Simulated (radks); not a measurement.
Values are calculated unless marked as measured or tabulated.
Valence configurations of Dy (all share [Xe]). Level of theory: scalar-relativistic Kohn-Sham, LDA (Slater exchange, Perdew-Wang correlation), spin-polarised, spherical densities, finite nucleus; open shells are filled with parallel spins first (spin-orbit coupling, left out, can overturn this in heavy ions); Fermi nuclear charge, rms radius 5.2218 fm (a radial shooting solver on a logarithmic mesh with Libxc functionals). Energies are relative to 4f10 6s2; eigenvalues in eV for spin up.

\begin{tabular}{lrrrrrr}
valence & E (eV) & moment (Bohr magnetons) & e(4f) & e(5d) & e(6p) & e(6s) \\ \hline
4f10 6s2 & 0.000 & 4 & -4.523 & - & - & -3.954 \\
4f9.5 5d0.5 6s2 & 0.603 & 5 & -7.574 & -2.153 & - & -4.317 \\
4f9.5 6s2 6p0.5 & 1.105 & 5 & -9.095 & - & -1.864 & -4.983 \\
4f9.5 5d1 6s1.5 & 1.468 & 6 & -6.870 & -1.914 & - & -4.270 \\
4f9 5d1 6s2 & 2.192 & 6 & -10.838 & -2.808 & - & -4.599 \\
4f10 6s1 6p1 & 2.258 & 6 & -5.764 & - & -2.084 & -5.045 \\
4f9 5d1 6s1 6p1 & 4.446 & 8 & -12.014 & -3.944 & -2.281 & -5.613 \\
\end{tabular}

NIST lists [Xe] 4f10 6s2 as the ground configuration; this level of theory agrees among the configurations tried. The energies are those of spherical high-spin densities, not of single terms. No valid solution was reached for [Xe] 4f10.5 6s1.5; [Xe] 4f11 6s1; [Xe] 4f12.
